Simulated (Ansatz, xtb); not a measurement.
# BGeH2O+: where a starting geometry ends

The starting geometry of this gas-phase triplet was built from a drawn formula by distance geometry and a force field; its bonds are those of `[BH]1[OH+][Ge]1`.

```yaml
atoms:
  - { symbol: B, position_ang: [-2.1095, -0.6740, 0.0488] }
  - { symbol: Ge, position_ang: [-0.4083, -1.8177, -0.2194] }
  - { symbol: O, position_ang: [-1.7464, -1.3033, -1.1799] }
  - { symbol: H, position_ang: [-3.0036, -0.3923, 0.7753] }
  - { symbol: H, position_ang: [-1.4097, -0.5443, -1.7547] }
```

Task: Where would you expect an optimisation with r2SCAN-D4/def2-SVP to take it?

Result: A bond breaks, giving a structure given below by its coordinates. Contacts that open: Ge2–O3 (1.73 → 3.07 Å).

The energy falls by 2.28 eV over 15 steps:

```tsv
step	E − E(last) (eV)
1	2.283
3	0.804
4	0.622
6	0.191
7	0.112
9	0.028
10	0.007
12	0.001
13	0.000
15	0.000
```

Final geometry (Å):

```xyz
5

B    -1.7976   -0.9417   -0.2507
Ge   -0.3652   -2.1669    0.8692
O    -1.6907   -0.7823   -1.5306
H    -2.5239   -0.5914    0.6532
H    -2.3002   -0.2493   -2.0710
```

From the same start GFN2-xTB reaches the same bonding as this run.

The end wasn't checked by frequencies. Open shells are spin-unrestricted. The triplet needn't be the ground state. Run with Ansatz 0.2.0, 22 s on 2 threads of Intel(R) Xeon(R) 6975P-C (Granite Rapids) (shared host).
